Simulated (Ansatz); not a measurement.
SiH2Me(NMeEt) (C4H13NSi). Charge 0, multiplicity 1. Geometry r2SCAN-D4/def2-SVP.

Cartesian coordinates in Å:
```
Si -1.378 0.490 0.170
H -1.740 1.113 -1.156
H -2.319 -0.652 0.387
C -1.604 1.811 1.483
H -2.660 2.123 1.516
H -1.006 2.713 1.274
H -1.326 1.435 2.481
N 0.225 -0.191 0.246
C 1.397 0.649 0.378
C 0.490 -1.531 -0.259
C 0.888 -1.604 -1.733
H 2.179 0.130 0.965
H 1.855 0.946 -0.588
H 1.149 1.577 0.919
H 1.290 -1.987 0.360
H -0.412 -2.146 -0.094
H 1.070 -2.647 -2.038
H 0.092 -1.194 -2.377
H 1.810 -1.035 -1.935
```

B3LYP takes the VWN-RPA correlation.

(1) Estimate the orbital energies around the gap (eV) in Ansatz with HF/6-31G, HF/def2-TZVP, r2SCAN-D4/def2-TZVP, B3LYP-D4/6-31G, PBE0-D4/def2-TZVPD.

## Answers

(1) 
```tsv
orbital	HF/6-31G	HF/def2-TZVP	r2SCAN-D4/def2-TZVP	B3LYP-D4/6-31G	PBE0-D4/def2-TZVPD
HOMO−9	-15.27	-15.26	-10.32	-11.13	-11.48
HOMO−8	-15.14	-15.11	-10.21	-11.03	-11.36
HOMO−7	-14.75	-14.81	-9.90	-10.67	-11.06
HOMO−6	-14.51	-14.52	-9.68	-10.47	-10.81
HOMO−5	-13.85	-13.93	-9.19	-9.93	-10.32
HOMO−4	-13.15	-13.28	-8.65	-9.41	-9.76
HOMO−3	-12.57	-12.76	-8.24	-9.02	-9.31
HOMO−2	-12.37	-12.40	-7.97	-8.83	-9.01
HOMO−1	-12.12	-12.17	-7.89	-8.67	-8.93
HOMO	-9.14	-9.43	-5.14	-5.52	-6.22
LUMO	4.82	3.59	0.71	1.51	0.23
LUMO+1	5.28	3.80	0.81	1.86	0.50
LUMO+2	6.07	4.32	1.36	2.55	0.94
LUMO+3	6.70	4.75	1.95	3.12	1.05
LUMO+4	7.31	4.99	2.08	3.48	1.21
LUMO+5	7.50	5.30	2.23	3.53	1.35
```
